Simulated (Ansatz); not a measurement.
System: CH$_{4}$FSi, net charge 0, doublet state. It need not be the lowest isomer of its formula. SMILES: [CH2][SiH2]F
Coordinates optimised at B3LYP-D3(BJ)/def2-TZVP (Ansatz, a first-principles code):
```
Si
F 1 1.6092
H 1 1.4783 2 108.30
H 1 1.4811 3 110.09 2 -115.78
C 1 1.8328 3 110.60 4 -124.06
H 5 1.0842 1 122.58 3 19.91
H 5 1.0846 6 114.75 1 -178.32
```
Charge 0, spin multiplicity 2.

Atomisation energy built up term by term with Ansatz (kcal/mol; UHF references for open shells; valence terms freeze the core; atomic spin-orbit terms are left out). Basis-set limits of correlation are two-point, X^-3; Hartree-Fock from the larger set.

```json
[
 {"term": "Hartree-Fock", "basis": "cc-pV(Q+d)Z", "kcal/mol": "450.15"},
 {"term": "CCSD correlation", "basis": "CBS(cc-pV(T+d)Z,cc-pV(Q+d)Z)", "kcal/mol": "124.59"},
 {"term": "(T)", "basis": "CBS(cc-pV(T+d)Z,cc-pV(Q+d)Z)", "kcal/mol": "6.06"},
 {"term": "core correlation", "basis": "cc-pwCVTZ", "kcal/mol": "0.87"},
 {"term": "scalar relativity (X2C)", "basis": "cc-pVTZ-DK against cc-pVTZ", "kcal/mol": "-1.12"},
 {"term": "sum: De", "basis": "", "kcal/mol": "580.6"}
]
```

(T) makes 1.0 % of the CCSD(T) atomisation energy; under 5 % is typical of single-reference molecules.
